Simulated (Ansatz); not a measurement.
Two members of one family (Series ZrCl2X2), computed with Ansatz in the gas phase; def2 core potentials for Zr, no spin–orbit coupling. The two geometries come from different levels. Binding counts from free atoms in the multiplicity of their measured ground term, without zero-point energy. A dash marks a value that wasn't run or was left out as unsound. The structures are stationary points that may keep the symmetry of their start. Remarks come from the PBE and PBE0 runs and from stability tests at other levels; not every state was tested. A HOMO above zero means that the electron is unbound at that level and held by the basis, or that self-interaction error raises the level; the energy of removing that electron tells which. HOMO above LUMO (over both spins in singlets and doublets, within one spin in higher multiplets; at PBE or PBE0), or a gap under 0.15 eV within one spin, warns that the state may not be the lowest or that an electron is smeared out.

First: ZrF2Cl2 (singlet, charge 0, r2SCAN-D4/def2-SVP geometry).

```xyz
5

Zr    0.0533   -0.0703   -0.0193
F    -0.1312   -1.2339   -1.4962
F     1.5508   -0.6266    0.9901
Cl   -1.8711   -0.1862    1.3116
Cl    0.3981    2.1169   -0.7862
```

```tsv
level	HOMO (eV)	LUMO (eV)	gap (eV)	vertical IE (eV)	vertical EA (eV)	vertical triplet (eV)	binding per atom (eV)
r2SCAN-D4/def2-TZVP	-8.79	-2.97	5.82	11.72	–	5.82	–
r2SCAN-D4/def2-TZVPD	-8.77	-2.96	5.81	–	0.15	–	–
PBE0-D4/def2-SVP	-9.76	-2.21	7.55	–	–	–	4.81
PBE0-D4/def2-TZVP	-9.82	-2.31	7.51	11.92	–	5.83	4.71
PBE0-D4/def2-TZVPD	-9.81	-2.33	7.49	–	0.37	–	4.71
```

Metal–donor distances: 2 × F 1.89 Å, 2 × Cl 2.34 Å. Remarks: HOMO above zero (-1 doublet), gap within one spin near zero at PBE or PBE0 (-1 doublet).

Second: ZrH2Cl2 (singlet, charge 0, PBE-D4/def2-TZVP geometry).

```xyz
5

Zr   -0.025    0.001   -0.071
H    -0.984    1.384   -0.828
H     0.240   -1.346   -1.305
Cl   -1.292   -0.871    1.672
Cl    2.062    0.831    0.532
```

Estimate how these quantities change from the first to the second (second minus first).


```json
{"level": "r2SCAN-D4/def2-TZVP", "Δ HOMO (eV)": "0.96", "Δ LUMO (eV)": "-0.55", "Δ gap (eV)": "-1.51", "Δ vertical IE (eV)": "-1.00", "Δ vertical EA (eV)": "–", "Δ vertical triplet (eV)": "-2.21", "Δ binding per atom (eV)": "–"}
{"level": "r2SCAN-D4/def2-TZVPD", "Δ HOMO (eV)": "0.96", "Δ LUMO (eV)": "-0.55", "Δ gap (eV)": "-1.51", "Δ vertical IE (eV)": "–", "Δ vertical EA (eV)": "0.88", "Δ vertical triplet (eV)": "–", "Δ binding per atom (eV)": "–"}
{"level": "PBE0-D4/def2-SVP", "Δ HOMO (eV)": "0.93", "Δ LUMO (eV)": "-0.56", "Δ gap (eV)": "-1.49", "Δ vertical IE (eV)": "–", "Δ vertical EA (eV)": "–", "Δ vertical triplet (eV)": "–", "Δ binding per atom (eV)": "-1.46"}
{"level": "PBE0-D4/def2-TZVP", "Δ HOMO (eV)": "0.98", "Δ LUMO (eV)": "-0.48", "Δ gap (eV)": "-1.46", "Δ vertical IE (eV)": "-0.98", "Δ vertical EA (eV)": "–", "Δ vertical triplet (eV)": "-2.19", "Δ binding per atom (eV)": "-1.40"}
{"level": "PBE0-D4/def2-TZVPD", "Δ HOMO (eV)": "0.98", "Δ LUMO (eV)": "-0.47", "Δ gap (eV)": "-1.45", "Δ vertical IE (eV)": "–", "Δ vertical EA (eV)": "0.75", "Δ vertical triplet (eV)": "–", "Δ binding per atom (eV)": "-1.40"}
```

Metal–donor distances: 2 × H 1.85 Å, 2 × Cl 2.32 Å. Remarks: HOMO above zero (-1 doublet).
